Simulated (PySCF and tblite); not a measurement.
The numbers below are computed, except where a source is named.
C7H10Si, numbered as in [CH2:1]=[CH:2][C:3]1=[C:4]([SiH3:5])[CH2:6][CH:7]=[CH:8]1.

First level. Conformers came from 60 starts (ETKDG and KDG, MMFF94s, GFN2-xTB); geometries are GFN2-xTB. Free energies are PBE0-D3(BJ)/pcSseg-1 single points with GFN2-xTB rigid-rotor and vibrational terms (modes under about 100 cm⁻¹ blended into free rotors). Symmetry numbers and mirror images are counted. Conformers within 2.5 kcal/mol (GFN2-xTB free energy) were kept, 3 at most. GIAO shieldings: PBE0/pcSseg-1. Shifts are against TMS (¹H), TMS (¹³C), TMS (²⁹Si) at the same level; of two unlike H on one atom, a is the less shielded. Programs: PySCF with density fitting and tblite.

It gives, at 298.15 K, with 2 conformers (largest weight 94 %): ¹H: 7.21 (H8, 1H), 7.04 (H7, 1H), 7.01 (H2, 1H), 5.86 (H1a, 1H), 5.68 (H1b, 1H), 4.39 (H5, 3H), 3.33 (H6, 2H) ppm. ¹³C: 163.4 (C3), 148.5 (C7), 140.6 (C4), 139.7 (C2), 137.5 (C8), 122.0 (C1), 53.2 (C6) ppm. ²⁹Si: -88.6 (Si5) ppm.

Second level: GFN2-xTB geometries, energies B97-D-D3(BJ)/cc-pVDZ (IEF-PCM, chloroform), shieldings KT2/pcSseg-1 (IEF-PCM, chloroform), on up to 3 of the same conformers.

**Question.** How do the averaged shifts change?

**Answer.** 
```tsv
signal	first	second	change (ppm)
H1a	5.86	5.78	-0.09
H1b	5.68	5.57	-0.12
H2	7.01	6.87	-0.14
H5	4.39	4.40	0.00
H6	3.33	3.57	0.24
H7	7.04	7.01	-0.03
H8	7.21	7.18	-0.03
C1	122.0	113.2	-8.8
C2	139.7	130.3	-9.4
C3	163.4	152.6	-10.8
C4	140.6	130.3	-10.3
C6	53.2	53.9	0.7
C7	148.5	138.8	-9.7
C8	137.5	126.5	-11.0
Si5	-88.6	-94.4	-5.8
```

The largest weight becomes 96 %.

Unscaled ²⁹Si shifts at such levels can be off by tens of ppm; differences between conformers or isomers are more reliable. Shifts are unscaled: against experiment ¹³C can be off by 15 ppm or more and ¹H by 0.8 ppm.
